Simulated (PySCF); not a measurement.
Bond stretch in CH (cation, charge +1), singlet.

Levels: UHF/cc-pVDZ (PySCF); RHF/cc-pVDZ (PySCF); UKS-wB97X-V = unrestricted wB97X-V/cc-pVDZ (PySCF); RKS-wB97X-V = PySCF 2.14.0 with restricted wB97X-V/cc-pVDZ; UKS-r2SCAN = PySCF with unrestricted r2SCAN/cc-pVDZ; RKS-r2SCAN = restricted r2SCAN/cc-pVDZ (PySCF); UKS-PBE = PySCF with unrestricted PBE/cc-pVDZ; RKS-PBE = restricted PBE/cc-pVDZ (PySCF).

Scanned distances (Å): 0.85, 0.91, 0.96, 1.02, 1.08, 1.10, 1.14, 1.17, 1.22, 1.25, 1.32, 1.41, 1.55, 1.69, 1.89, 2.06, 2.28, 2.51, 2.81, 3.10, 3.42, 3.95, 4.55.

Task: Where does the unrestricted solution first break spin symmetry (<S²> of 0.01 or more)?

Result: UHF: already at 0.85 Å; UKS-wB97X-V: already at 0.85 Å; UKS-r2SCAN: already at 0.85 Å; UKS-PBE: already at 0.85 Å.

```json
[
 {"R / Å": "0.85", "<S²> UHF": "0.54", "E(RHF) − E(UHF) / kJ/mol": "30.6", "<S²> UKS-wB97X-V": "0.19", "E(RKS-wB97X-V) − E(UKS-wB97X-V) / kJ/mol": "2.0", "<S²> UKS-r2SCAN": "0.53", "E(RKS-r2SCAN) − E(UKS-r2SCAN) / kJ/mol": "27.6", "<S²> UKS-PBE": "0.40", "E(RKS-PBE) − E(UKS-PBE) / kJ/mol": "12.4"},
 {"R / Å": "0.91", "<S²> UHF": "0.53", "E(RHF) − E(UHF) / kJ/mol": "28.9", "<S²> UKS-wB97X-V": "0.16", "E(RKS-wB97X-V) − E(UKS-wB97X-V) / kJ/mol": "1.4", "<S²> UKS-r2SCAN": "0.51", "E(RKS-r2SCAN) − E(UKS-r2SCAN) / kJ/mol": "25.2", "<S²> UKS-PBE": "0.38", "E(RKS-PBE) − E(UKS-PBE) / kJ/mol": "10.8"},
 {"R / Å": "0.96", "<S²> UHF": "0.52", "E(RHF) − E(UHF) / kJ/mol": "27.6", "<S²> UKS-wB97X-V": "0.14", "E(RKS-wB97X-V) − E(UKS-wB97X-V) / kJ/mol": "1.1", "<S²> UKS-r2SCAN": "0.50", "E(RKS-r2SCAN) − E(UKS-r2SCAN) / kJ/mol": "23.5", "<S²> UKS-PBE": "0.37", "E(RKS-PBE) − E(UKS-PBE) / kJ/mol": "9.6"},
 {"R / Å": "1.02", "<S²> UHF": "0.52", "E(RHF) − E(UHF) / kJ/mol": "26.4", "<S²> UKS-wB97X-V": "0.12", "E(RKS-wB97X-V) − E(UKS-wB97X-V) / kJ/mol": "0.8", "<S²> UKS-r2SCAN": "0.49", "E(RKS-r2SCAN) − E(UKS-r2SCAN) / kJ/mol": "21.6", "<S²> UKS-PBE": "0.35", "E(RKS-PBE) − E(UKS-PBE) / kJ/mol": "8.5"},
 {"R / Å": "1.08", "<S²> UHF": "0.51", "E(RHF) − E(UHF) / kJ/mol": "25.4", "<S²> UKS-wB97X-V": "0.11", "E(RKS-wB97X-V) − E(UKS-wB97X-V) / kJ/mol": "0.6", "<S²> UKS-r2SCAN": "0.48", "E(RKS-r2SCAN) − E(UKS-r2SCAN) / kJ/mol": "20.1", "<S²> UKS-PBE": "0.33", "E(RKS-PBE) − E(UKS-PBE) / kJ/mol": "7.5"},
 {"R / Å": "1.10", "<S²> UHF": "0.51", "E(RHF) − E(UHF) / kJ/mol": "25.1", "<S²> UKS-wB97X-V": "0.10", "E(RKS-wB97X-V) − E(UKS-wB97X-V) / kJ/mol": "0.5", "<S²> UKS-r2SCAN": "0.47", "E(RKS-r2SCAN) − E(UKS-r2SCAN) / kJ/mol": "19.6", "<S²> UKS-PBE": "0.33", "E(RKS-PBE) − E(UKS-PBE) / kJ/mol": "7.3"},
 {"R / Å": "1.14", "<S²> UHF": "0.51", "E(RHF) − E(UHF) / kJ/mol": "24.6", "<S²> UKS-wB97X-V": "0.10", "E(RKS-wB97X-V) − E(UKS-wB97X-V) / kJ/mol": "0.5", "<S²> UKS-r2SCAN": "0.47", "E(RKS-r2SCAN) − E(UKS-r2SCAN) / kJ/mol": "18.8", "<S²> UKS-PBE": "0.32", "E(RKS-PBE) − E(UKS-PBE) / kJ/mol": "6.8"},
 {"R / Å": "1.17", "<S²> UHF": "0.51", "E(RHF) − E(UHF) / kJ/mol": "24.3", "<S²> UKS-wB97X-V": "0.09", "E(RKS-wB97X-V) − E(UKS-wB97X-V) / kJ/mol": "0.4", "<S²> UKS-r2SCAN": "0.46", "E(RKS-r2SCAN) − E(UKS-r2SCAN) / kJ/mol": "18.2", "<S²> UKS-PBE": "0.32", "E(RKS-PBE) − E(UKS-PBE) / kJ/mol": "6.5"},
 {"R / Å": "1.22", "<S²> UHF": "0.51", "E(RHF) − E(UHF) / kJ/mol": "23.8", "<S²> UKS-wB97X-V": "0.09", "E(RKS-wB97X-V) − E(UKS-wB97X-V) / kJ/mol": "0.4", "<S²> UKS-r2SCAN": "0.46", "E(RKS-r2SCAN) − E(UKS-r2SCAN) / kJ/mol": "17.4", "<S²> UKS-PBE": "0.31", "E(RKS-PBE) − E(UKS-PBE) / kJ/mol": "6.1"},
 {"R / Å": "1.25", "<S²> UHF": "0.51", "E(RHF) − E(UHF) / kJ/mol": "23.6", "<S²> UKS-wB97X-V": "0.09", "E(RKS-wB97X-V) − E(UKS-wB97X-V) / kJ/mol": "0.4", "<S²> UKS-r2SCAN": "0.46", "E(RKS-r2SCAN) − E(UKS-r2SCAN) / kJ/mol": "17.0", "<S²> UKS-PBE": "0.31", "E(RKS-PBE) − E(UKS-PBE) / kJ/mol": "5.9"},
 {"R / Å": "1.32", "<S²> UHF": "0.51", "E(RHF) − E(UHF) / kJ/mol": "23.3", "<S²> UKS-wB97X-V": "0.09", "E(RKS-wB97X-V) − E(UKS-wB97X-V) / kJ/mol": "0.4", "<S²> UKS-r2SCAN": "0.45", "E(RKS-r2SCAN) − E(UKS-r2SCAN) / kJ/mol": "16.2", "<S²> UKS-PBE": "0.30", "E(RKS-PBE) − E(UKS-PBE) / kJ/mol": "5.7"},
 {"R / Å": "1.41", "<S²> UHF": "0.52", "E(RHF) − E(UHF) / kJ/mol": "23.2", "<S²> UKS-wB97X-V": "0.10", "E(RKS-wB97X-V) − E(UKS-wB97X-V) / kJ/mol": "0.5", "<S²> UKS-r2SCAN": "0.45", "E(RKS-r2SCAN) − E(UKS-r2SCAN) / kJ/mol": "15.7", "<S²> UKS-PBE": "0.31", "E(RKS-PBE) − E(UKS-PBE) / kJ/mol": "5.7"},
 {"R / Å": "1.55", "<S²> UHF": "0.53", "E(RHF) − E(UHF) / kJ/mol": "23.8", "<S²> UKS-wB97X-V": "0.15", "E(RKS-wB97X-V) − E(UKS-wB97X-V) / kJ/mol": "1.0", "<S²> UKS-r2SCAN": "0.47", "E(RKS-r2SCAN) − E(UKS-r2SCAN) / kJ/mol": "16.0", "<S²> UKS-PBE": "0.34", "E(RKS-PBE) − E(UKS-PBE) / kJ/mol": "6.7"},
 {"R / Å": "1.69", "<S²> UHF": "0.67", "E(RHF) − E(UHF) / kJ/mol": "28.0", "<S²> UKS-wB97X-V": "0.21", "E(RKS-wB97X-V) − E(UKS-wB97X-V) / kJ/mol": "2.0", "<S²> UKS-r2SCAN": "0.49", "E(RKS-r2SCAN) − E(UKS-r2SCAN) / kJ/mol": "17.7", "<S²> UKS-PBE": "0.38", "E(RKS-PBE) − E(UKS-PBE) / kJ/mol": "8.7"},
 {"R / Å": "1.89", "<S²> UHF": "0.97", "E(RHF) − E(UHF) / kJ/mol": "68.0", "<S²> UKS-wB97X-V": "0.33", "E(RKS-wB97X-V) − E(UKS-wB97X-V) / kJ/mol": "4.9", "<S²> UKS-r2SCAN": "0.59", "E(RKS-r2SCAN) − E(UKS-r2SCAN) / kJ/mol": "22.7", "<S²> UKS-PBE": "0.47", "E(RKS-PBE) − E(UKS-PBE) / kJ/mol": "13.6"},
 {"R / Å": "2.06", "<S²> UHF": "1.05", "E(RHF) − E(UHF) / kJ/mol": "115.9", "<S²> UKS-wB97X-V": "0.66", "E(RKS-wB97X-V) − E(UKS-wB97X-V) / kJ/mol": "17.7", "<S²> UKS-r2SCAN": "0.80", "E(RKS-r2SCAN) − E(UKS-r2SCAN) / kJ/mol": "38.5", "<S²> UKS-PBE": "0.54", "E(RKS-PBE) − E(UKS-PBE) / kJ/mol": "19.3"},
 {"R / Å": "2.28", "<S²> UHF": "1.03", "E(RHF) − E(UHF) / kJ/mol": "174.3", "<S²> UKS-wB97X-V": "0.95", "E(RKS-wB97X-V) − E(UKS-wB97X-V) / kJ/mol": "52.5", "<S²> UKS-r2SCAN": "0.95", "E(RKS-r2SCAN) − E(UKS-r2SCAN) / kJ/mol": "66.2", "<S²> UKS-PBE": "0.89", "E(RKS-PBE) − E(UKS-PBE) / kJ/mol": "37.8"},
 {"R / Å": "2.51", "<S²> UHF": "1.02", "E(RHF) − E(UHF) / kJ/mol": "227.3", "<S²> UKS-wB97X-V": "1.01", "E(RKS-wB97X-V) − E(UKS-wB97X-V) / kJ/mol": "91.6", "<S²> UKS-r2SCAN": "1.01", "E(RKS-r2SCAN) − E(UKS-r2SCAN) / kJ/mol": "95.0", "<S²> UKS-PBE": "1.00", "E(RKS-PBE) − E(UKS-PBE) / kJ/mol": "65.6"},
 {"R / Å": "2.81", "<S²> UHF": "1.01", "E(RHF) − E(UHF) / kJ/mol": "283.6", "<S²> UKS-wB97X-V": "1.00", "E(RKS-wB97X-V) − E(UKS-wB97X-V) / kJ/mol": "132.2", "<S²> UKS-r2SCAN": "1.01", "E(RKS-r2SCAN) − E(UKS-r2SCAN) / kJ/mol": "123.6", "<S²> UKS-PBE": "1.00", "E(RKS-PBE) − E(UKS-PBE) / kJ/mol": "—"},
 {"R / Å": "3.10", "<S²> UHF": "1.01", "E(RHF) − E(UHF) / kJ/mol": "325.8", "<S²> UKS-wB97X-V": "1.00", "E(RKS-wB97X-V) − E(UKS-wB97X-V) / kJ/mol": "161.9", "<S²> UKS-r2SCAN": "1.01", "E(RKS-r2SCAN) − E(UKS-r2SCAN) / kJ/mol": "143.1", "<S²> UKS-PBE": "1.00", "E(RKS-PBE) − E(UKS-PBE) / kJ/mol": "—"},
 {"R / Å": "3.42", "<S²> UHF": "1.01", "E(RHF) − E(UHF) / kJ/mol": "360.5", "<S²> UKS-wB97X-V": "1.00", "E(RKS-wB97X-V) − E(UKS-wB97X-V) / kJ/mol": "186.6", "<S²> UKS-r2SCAN": "1.01", "E(RKS-r2SCAN) − E(UKS-r2SCAN) / kJ/mol": "157.8", "<S²> UKS-PBE": "1.00", "E(RKS-PBE) − E(UKS-PBE) / kJ/mol": "—"},
 {"R / Å": "3.95", "<S²> UHF": "1.01", "E(RHF) − E(UHF) / kJ/mol": "397.3", "<S²> UKS-wB97X-V": "1.00", "E(RKS-wB97X-V) − E(UKS-wB97X-V) / kJ/mol": "213.8", "<S²> UKS-r2SCAN": "1.00", "E(RKS-r2SCAN) − E(UKS-r2SCAN) / kJ/mol": "171.8", "<S²> UKS-PBE": "1.00", "E(RKS-PBE) − E(UKS-PBE) / kJ/mol": "—"},
 {"R / Å": "4.55", "<S²> UHF": "1.01", "E(RHF) − E(UHF) / kJ/mol": "419.0", "<S²> UKS-wB97X-V": "1.00", "E(RKS-wB97X-V) − E(UKS-wB97X-V) / kJ/mol": "231.0", "<S²> UKS-r2SCAN": "1.00", "E(RKS-r2SCAN) − E(UKS-r2SCAN) / kJ/mol": "178.7", "<S²> UKS-PBE": "1.00", "E(RKS-PBE) − E(UKS-PBE) / kJ/mol": "—"}
]
```

A dash means that the run gave no value there, or that the column was ended at a point which the program doubted or which failed a test of continuity chosen for this set; such a test can also cut sound points.
